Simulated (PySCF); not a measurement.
Compound: germanium monoselenide, GeSe.
Geometry (PBE0-D3(BJ)/def2-SVP, Å), atoms numbered from 1 in this order:
```
atom  x, y, z in Å
Ge1    1.0947   -0.0868    0.0101
Se2   -1.0450   -0.0009   -0.0323
```

Jobs on this species (2 atoms, 66 electrons) with PySCF (density fitting). Hardware of each: one thread, Arm Neoverse V1, on a shared host. Other jobs ran on the host; a repeat could differ by tens of per cent or more.

```
                level and settings                                                                           work  basis functions  SCF cycles  wall time
               CAM-B3LYP/def2-SVPD  10 singlets by full TDDFT, 4 Tamm–Dancoff triplets, polarisability, ΔSCF ions               79           ?          ?
                       PBE0/6-31G*             10 singlets by full TDDFT, 4 Tamm–Dancoff triplets, polarisability               64           ?          ?
                 wB97X-D/def2-SVPD  10 singlets by full TDDFT, 4 Tamm–Dancoff triplets, polarisability, ΔSCF ions               79          11       10 s
                   B3LYP/def2-SVPD  10 singlets by full TDDFT, 4 Tamm–Dancoff triplets, polarisability, ΔSCF ions               79          12      8.8 s
                    PBE0/def2-TZVP             10 singlets by full TDDFT, 4 Tamm–Dancoff triplets, polarisability               96          12      3.7 s
PBE0-D3(BJ)/def2-SVP, grid level 1                                    geometry optimisation from a GFN2-xTB start               64          19      4.6 s
                 LC-wPBE/def2-SVPD  10 singlets by full TDDFT, 4 Tamm–Dancoff triplets, polarisability, ΔSCF ions               79          12       17 s
                     PBE/def2-SVPD  10 singlets by full TDDFT, 4 Tamm–Dancoff triplets, polarisability, ΔSCF ions               79          13       12 s
                    PBE0/def2-SVPD  10 singlets by full TDDFT, 4 Tamm–Dancoff triplets, polarisability, ΔSCF ions               79          11      8.4 s
```

Task: Fill in the missing figures.

Result: 
- CAM-B3LYP/def2-SVPD; 10 singlets by full TDDFT, 4 Tamm–Dancoff triplets, polarisability, ΔSCF ions: 11 s, 11 SCF cycles
- PBE0/6-31G*; 10 singlets by full TDDFT, 4 Tamm–Dancoff triplets, polarisability: 2.2 s, 11 SCF cycles

Task: What do all jobs in the table cost together?

Result: About 78 s; the longest takes about 22 % of that, and about 7.7 times as long as the shortest.
